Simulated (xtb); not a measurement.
xtb input file for CH4ClGa, SMILES [CH3][GaH][Cl], GFN2-xTB. 

```
$ xtb mol.xyz --gfn 2 --sp --chrg 0 --uhf 0 --json
$ cat mol.xyz
7

Ga    -0.23181372    -0.42359858    -0.16132633
H     -1.30931227    -1.03842552    -1.13536088
Cl    -0.02888831     1.65024626    -0.28216801
C      0.92140421    -1.48191924     1.13287500
H      1.18487127    -0.82407357     1.96662879
H      1.84936690    -1.79676325     0.64810024
H      0.42397531    -2.37185258     1.52135440
```

Log of the run:

```
[banner left out]
          |                Calculation Setup                |
           -------------------------------------------------



           -------------------------------------------------
          |                 G F N 2 - x T B                 |
           -------------------------------------------------

        Reference                      10.1021/acs.jctc.8b01176
      * Hamiltonian:
        H0-scaling (s, p, d)           1.850000    2.230000    2.230000
        zeta-weighting                 0.500000
      * Dispersion:
        s8                             2.700000
        a1                             0.520000
        a2                             5.000000
        s9                             5.000000
      * Repulsion:
        kExp                           1.500000    1.000000
        rExp                           1.000000
      * Coulomb:
        alpha                          2.000000
        third order                    shell-resolved
        anisotropic                    true
        a3                             3.000000
        a5                             4.000000
        cn-shift                       1.200000
        cn-exp                         4.000000
        max-rad                        5.000000


          ...................................................
          :                      SETUP                      :
          :.................................................:
          :  # basis functions                  28          :
          :  # atomic orbitals                  26          :
          :  # shells                           12          :
          :  # electrons                        18          :
          :  max. iterations                   250          :
          :  Hamiltonian                  GFN2-xTB          :
          :  restarted?                      false          :
          :  GBSA solvation                  false          :
          :  PC potential                    false          :
          :  electronic temp.          300.0000000     K    :
          :  accuracy                    1.0000000          :
          :  -> integral cutoff          0.2500000E+02      :
          :  -> integral neglect         0.1000000E-07      :
          :  -> SCF convergence          0.1000000E-05 Eh   :
          :  -> wf. convergence          0.1000000E-03 e    :
          :  Broyden damping             0.4000000          :
          :  net charge                          0          :
          :  unpaired electrons                  0          :
          ...................................................

 iter      E             dE          RMSdq      gap      omega  full diag
   1     -9.9915092 -0.999151E+01  0.153E+01    4.97       0.0  T
   2    -10.0254042 -0.338950E-01  0.100E+01    4.93       1.0  T
   3    -10.0164391  0.896508E-02  0.419E+00    4.56       1.0  T
   4    -10.0305826 -0.141435E-01  0.428E-01    4.74       1.0  T
   5    -10.0312655 -0.682873E-03  0.377E-01    4.77       1.0  T
   6    -10.0313003 -0.348041E-04  0.105E-01    4.76       1.0  T
   7    -10.0313240 -0.236771E-04  0.477E-02    4.77       1.0  T
   8    -10.0313268 -0.281636E-05  0.324E-02    4.77       1.2  T
   9    -10.0313285 -0.169805E-05  0.137E-02    4.77       2.8  T
  10    -10.0313285 -0.623700E-07  0.340E-03    4.77      11.1  T
  11    -10.0313285 -0.112038E-07  0.144E-03    4.77      26.3  T
  12    -10.0313285 -0.100384E-08  0.944E-04    4.77      40.0  T
  13    -10.0313286 -0.812895E-09  0.280E-04    4.77     134.8  T

   *** convergence criteria satisfied after 13 iterations ***

         #    Occupation            Energy/Eh            Energy/eV
      -------------------------------------------------------------
         1        2.0000           -1.0564483             -28.7474
       ...           ...                  ...                  ...
         3        2.0000           -0.5598704             -15.2348
         4        2.0000           -0.4910664             -13.3626
         5        2.0000           -0.4902816             -13.3412
         6        2.0000           -0.4433977             -12.0655
         7        2.0000           -0.4421112             -12.0305
         8        2.0000           -0.4389473             -11.9444
         9        2.0000           -0.4150322             -11.2936 (HOMO)
        10                         -0.2397852              -6.5249 (LUMO)
        11                         -0.1738965              -4.7320
        12                         -0.0524707              -1.4278
        13                         -0.0208991              -0.5687
        14                          0.0012006               0.0327
       ...                                ...                  ...
        26                          1.4280374              38.8589
      -------------------------------------------------------------
                  HL-Gap            0.1752471 Eh            4.7687 eV
             Fermi-level           -0.3274087 Eh           -8.9092 eV

 SCC (total)                   0 d,  0 h,  0 min,  0.006 sec
 SCC setup                      ...        0 min,  0.000 sec (  1.817%)
 Dispersion                     ...        0 min,  0.000 sec (  0.869%)
 classical contributions        ...        0 min,  0.000 sec (  0.352%)
 integral evaluation            ...        0 min,  0.001 sec ( 15.678%)
 iterations                     ...        0 min,  0.003 sec ( 52.137%)
 molecular gradient             ...        0 min,  0.002 sec ( 26.044%)
 printout                       ...        0 min,  0.000 sec (  2.840%)

         :::::::::::::::::::::::::::::::::::::::::::::::::::::
         ::                     SUMMARY                     ::
         :::::::::::::::::::::::::::::::::::::::::::::::::::::
         :: total energy              -9.969462703420 Eh    ::
         :: gradient norm              0.000186141654 Eh/a0 ::
         :: HOMO-LUMO gap              4.768715331583 eV    ::
         ::.................................................::
         :: SCC energy               -10.031326952899 Eh    ::
         :: -> isotropic ES            0.015595025086 Eh    ::
         :: -> anisotropic ES          0.000246029643 Eh    ::
         :: -> anisotropic XC          0.001837536490 Eh    ::
         :: -> dispersion             -0.003135101155 Eh    ::
         :: repulsion energy           0.061864249479 Eh    ::
         :: add. restraining           0.000000000000 Eh    ::
         :: total charge               0.000000000000 e     ::
         :::::::::::::::::::::::::::::::::::::::::::::::::::::

           -------------------------------------------------
          |                Property Printout                |
           -------------------------------------------------

    * Orbital Energies and Occupations

         #    Occupation            Energy/Eh            Energy/eV
      -------------------------------------------------------------
         1        2.0000           -1.0564483             -28.7474
         2        2.0000           -0.6055423             -16.4776
         3        2.0000           -0.5598704             -15.2348
         4        2.0000           -0.4910664             -13.3626
         5        2.0000           -0.4902816             -13.3412
         6        2.0000           -0.4433977             -12.0655
         7        2.0000           -0.4421112             -12.0305
         8        2.0000           -0.4389473             -11.9444
         9        2.0000           -0.4150322             -11.2936 (HOMO)
        10                         -0.2397852              -6.5249 (LUMO)
        11                         -0.1738965              -4.7320
Note: The following floating-point exceptions are signalling: IEEE_UNDERFLOW_FLAG IEEE_DENORMAL
normal termination of xtb
        12                         -0.0524707              -1.4278
        13                         -0.0208991              -0.5687
        14                          0.0012006               0.0327
        15                          0.0235223               0.6401
        16                          0.0247517               0.6735
        17                          0.0290349               0.7901
        18                          0.0331033               0.9008
        19                          0.0620374               1.6881
        20                          0.0690001               1.8776
       ...                                ...                  ...
        26                          1.4280374              38.8589
      -------------------------------------------------------------
                  HL-Gap            0.1752471 Eh            4.7687 eV
             Fermi-level           -0.3274087 Eh           -8.9092 eV

     #   Z          covCN         q      C6AA      α(0)
     1  31 Ga       2.545     0.080   216.718    33.014
     2   1 H        0.898    -0.042     3.913     3.095
     3  17 Cl       0.793    -0.122   102.819    15.512
     4   6 C        3.627    -0.154    23.965     7.052
     5   1 H        0.924     0.083     1.945     2.181
     6   1 H        0.924     0.076     2.020     2.223
     7   1 H        0.924     0.078     1.996     2.209

 Mol. C6AA /au·bohr⁶  :       1258.855399
 Mol. C8AA /au·bohr⁸  :      70663.310317
 Mol. α(0) /au        :         65.285301


Wiberg/Mayer (AO) data.
largest (>0.10) Wiberg bond orders for each atom

 ---------------------------------------------------------------------------
     #   Z sym  total        # sym  WBO       # sym  WBO       # sym  WBO
 ---------------------------------------------------------------------------
     1  31 Ga   3.215 --     3 Cl   1.317     4 C    0.948     2 H    0.758
     2   1 H    0.998 --     1 Ga   0.758     4 C    0.157
     3  17 Cl   1.501 --     1 Ga   1.317
     4   6 C    3.981 --     1 Ga   0.948     7 H    0.933     6 H    0.926
                             5 H    0.921     2 H    0.157
     5   1 H    0.993 --     4 C    0.921
     6   1 H    0.994 --     4 C    0.926
     7   1 H    0.994 --     4 C    0.933
 ---------------------------------------------------------------------------

Topologies differ in total number of bonds
Writing topology from bond orders to xtbtopo.mol

molecular dipole:
                 x           y           z       tot (Debye)
 q only:        0.323      -0.669       0.429
   full:        0.286      -0.829       0.408       2.460
molecular quadrupole (traceless):
                xx          xy          yy          xz          yz          zz
 q only:        0.119      -1.319      -0.685       0.613      -1.261       0.566
  q+dip:        0.206      -1.528      -0.816       1.365      -1.519       0.611
   full:        1.203      -1.823      -2.832      -1.719      -0.874       1.629


           -------------------------------------------------
          | TOTAL ENERGY               -9.969462703420 Eh   |
          | GRADIENT NORM               0.000186141654 Eh/α |
          | HOMO-LUMO GAP               4.768715331583 eV   |
           -------------------------------------------------

------------------------------------------------------------------------
------------------------------------------------------------------------
 total:
 SCF:
```

The run converged.
